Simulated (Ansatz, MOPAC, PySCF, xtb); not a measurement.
Noncovalent pair: NH3 (SMILES N) (first 4 atoms) with H2S (SMILES S); geometry from B3LYP-D3(BJ)/def2-TZVP, rigid monomers moved along the line of their centres of mass till N1···H7 is 2.47 Å.
(charge 0, multiplicity 1):
```xyz
7

N      0.00620     0.16352     0.32505
H     -0.77721    -0.46071     0.17009
H     -0.19303     1.03169    -0.15879
H      0.82113    -0.25261    -0.11111
S      0.72392     0.86954     4.02153
H     -0.24734     0.05970     4.47148
H      0.44580     0.60023     2.72016
```

Counterpoise-corrected where a basis set is named; no monomer relaxation. Rows marked so take none.

Correlated levels freeze the cores. Rows in 6-31G* carry no dispersion term and start afresh at each structure (6-31G* with six Cartesian d functions). The state that PM3, PM7 reach isn't checked; PM7 holds dispersion and hydrogen-bond terms.

The values were computed with Ansatz (Gaussian basis) for Hartree–Fock, density functionals and correlated methods; MOPAC for PM3, PM7 (differences of heats of formation); PySCF for 6-31G* rows, the dispersion terms; xtb for the GFN methods. Values without a source in brackets are computed.

```tsv
level	interaction energy (kJ/mol)
PM3	-4.7
PM7	-15.9
GFN2-xTB	-14.3
HF/6-31G*	-11.4
HF/aug-cc-pV(T+d)Z	-7.8
PBE-D4/def2-TZVPPD	-16.5
r2SCAN-D4/def2-TZVPPD	-14.3
M06-2X/6-31G* (no counterpoise)	___
CCSD/aug-cc-pV(T+d)Z	___
```

**Question.** What belongs in the gaps?

**Answer.** 
- M06-2X/6-31G* (no counterpoise), interaction energy (kJ/mol): -20.3
- CCSD/aug-cc-pV(T+d)Z, interaction energy (kJ/mol): -12.1

Ansatz is a quantum-chemistry and plane-wave program.
